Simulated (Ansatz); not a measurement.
`CBC[SiH2]O` + `[NH2][AlH][AlH2]` → `C[BH][AlH][AlH2]` + `NC[SiH2]O`  (redistribution)

Gas-phase electronic energies from Ansatz, PBE0-D4/def2-TZVP geometries. CCSD(T)/CBS is the MP2 limit (def2-TZVPP, def2-QZVPP) plus CCSD(T) − MP2 in def2-TZVPP, frozen cores. Functionals use def2-TZVPP. One conformer a species, not always the lowest.

```csv
species,RPA@PBE/def2-TZVPP energy (Eh)
`CBC[SiH2]O`,-470.94684
`[NH2][AlH][AlH2]`,-541.90277
`C[BH][AlH][AlH2]`,-551.23969
`NC[SiH2]O`,-461.52079
```

Question: Work out ΔE.

Answer: ΔE = (-551.23969) + (-461.52079) − (-470.94684) − (-541.90277) = 0.08913 Eh = +2.43 eV. CCSD(T)/CBS gives +2.53 eV.

Largest T1 diagnostic among the species: 0.013.

Leaving LDA and LC-ωPBE aside and taking each functional with its dispersion term where it has one, the values, not all of them listed here, spread over 0.25 eV, from revPBE-D4 to B97M-V. LDA lies +0.05 eV from PBE without D4. From BLYP to BHLYP (50 % exact exchange), in def2-TZVPP and without D4, ΔE moves by +0.11 eV. At CCSD(T), def2-SVP lies −0.20 eV from the extrapolated value and def2-TZVPP −0.03 eV.
